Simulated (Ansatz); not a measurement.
Reaction (isomerisation): `N/C=C/[SiH3]` → `C=C(N)[SiH3]`

Program: Ansatz. Geometries: PBE0-D4/def2-TZVP. ΔE: electronic, gas phase. CCSD(T)/CBS adds triple-zeta CCSD(T) − MP2 to the extrapolated MP2 energy (def2 sets, frozen cores). Functionals use def2-TZVPP. B3LYP here is the variant with VWN-RPA as its local correlation; programs differ in this. HSE06 is defined as in plane-wave codes. Each species was taken in one conformer, which may not be the lowest.

```csv
level,ΔE (kcal/mol),difference from CCSD(T)/CBS
LDA (SPW92),4.9,0.8
PBE-D4,4.6,0.5
revPBE-D4,4.2,0.1
BLYP-D4,4.0,-0.1
r2SCAN-D4,5.1,1.0
B97M-V,5.7,1.6
PBE0-D4,5.0,0.9
B3LYP-D4,4.4,0.3
r2SCANh-D4,5.2,1.1
r2SCAN0-D4,5.3,1.2
HSE06-D4,5.0,0.9
BHLYP-D4,4.8,0.7
CAM-B3LYP-D4,4.6,0.5
ωB97X-V,4.6,0.5
ωB97M-V,4.5,0.4
B2PLYP,4.8,0.7
PBE,5.0,0.9
revPBE,5.1,1.0
BLYP,4.9,0.8
PBE0,5.3,1.2
B3LYP,5.1,1.0
r2SCANh,5.3,1.2
r2SCAN0,5.4,1.3
HSE06,5.3,1.2
BHLYP,5.3,1.2
CAM-B3LYP,4.9,0.8
LC-ωPBE,5.1,1.0
RPA@PBE/def2-TZVPP,4.0,-0.1
HF/def2-SVP,6.0,1.9
CCSD/def2-SVP,4.5,0.4
HF/def2-TZVPP,5.7,1.6
MP2/def2-TZVPP,4.5,0.4
SCS-MP2/def2-TZVPP,4.4,0.3
CCSD/def2-TZVPP,4.3,0.2
CCSD(T)/def2-TZVPP,4.1,0.0
MP2/def2-QZVPP,4.5,0.4
SCS-MP2/def2-QZVPP,4.4,0.3
HF/CBS(def2),5.7,1.6
MP2/CBS(def2),4.5,0.4
CCSD/CBS(def2),4.3,0.2
CCSD(T)/CBS,4.1,0
```

Largest T1 diagnostic among the species: 0.012.

In def2-TZVPP, CCSD(T) changes the Hartree–Fock value by −1.5 kcal/mol (the triples alone add −0.2 kcal/mol) and MP2 by −1.2 kcal/mol. Leaving LDA and LC-ωPBE aside and taking each functional with its dispersion term where it has one, the values spread over 1.6 kcal/mol, from BLYP-D4 to B97M-V.
